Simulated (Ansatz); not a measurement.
H3GeO3 (SMILES [OH][Ge]([OH])[OH]), doublet, geometry from GFN2-xTB; R2SCAN/def2-SVP run with Ansatz (a quantum-chemistry and plane-wave program).

Input for Ansatz:
Ansatz 0.2 input:
```yaml
crystal:
  periodic: [false, false, false]
  atoms:
    - {symbol: O, position_ang: [-0.89026396, -1.04649341, -0.98157779]}
    - {symbol: Ge, position_ang: [-0.13561324, -0.04736149, 0.31044063]}
    - {symbol: O, position_ang: [-0.26136974, 1.64159635, -0.29675013]}
    - {symbol: O, position_ang: [1.61904039, -0.43186608, 0.20835849]}
    - {symbol: H, position_ang: [-1.66282753, -0.65193226, -1.38205149]}
    - {symbol: H, position_ang: [0.45348446, 2.21223983, -0.02059503]}
    - {symbol: H, position_ang: [1.80971341, -1.35063456, 0.02830177]}
basis:
  gaussian:
    orbitals: def2-SVP
    point_charges:
      - {charge: 0.5, position_ang: [-2.2142, -2.4860, -4.2031]}
hamiltonian:
  xc: r2scan
magnetization: {spin_polarized: true, initial_magnetization: 1}
```

It wrote (shortened):

```
Functional definition: r2SCAN
954 factors; their error is unknown
mean field evaluation 1: about -62680.6549 eV, gradient 6.2e1 eV
mean field evaluation 2: about -62632.0084 eV, gradient 1.2e2 eV
mean field evaluation 4: about -62693.8570 eV, gradient 6.1e0 eV
mean field evaluation 8: about -62693.9946 eV, gradient 1.3e-1 eV
mean field evaluation 16: about -62693.9446 eV, gradient 1.6e-4 eV
mean field -62693.94455956 eV, -2303.9599670821 hartree, gradient 2.1e-5 eV, S^2 0.753716; 0 other end points of the search recorded, 0 dependent functions left out
reference -62693.94456984 eV, -2303.9599674598 hartree; 30, 29 occupied and 59, 60 virtual orbitals, 954 factors
Total energy: -62693.94456984 eV, -2303.9599674598 hartree
```
